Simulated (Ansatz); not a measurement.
Species: [Al(H)3(N(CH3)3)] (charge 0, multiplicity 1).

### Question
Give a relaxed geometry from B3LYP-D3(BJ)/def2-SVP run with Ansatz (a first-principles code).

### Answer
the end point of this relaxation.
Cartesian coordinates (Å) in one orientation:
```xyz
17

Al     0.070    -0.002     0.004
H      0.445     0.831    -1.313
H      0.275     0.730     1.416
H      0.309    -1.587    -0.039
C     -2.574    -0.677     1.035
N     -2.013     0.048    -0.123
C     -2.425    -0.603    -1.383
C     -2.454     1.458    -0.106
H     -3.678    -0.675     1.001
H     -2.237    -0.197     1.964
H     -2.212    -1.714     1.026
H     -1.975    -0.070    -2.232
H     -3.525    -0.593    -1.487
H     -2.068    -1.641    -1.391
H     -3.555     1.524    -0.170
H     -2.113     1.935     0.822
H     -2.008     1.989    -0.958
```
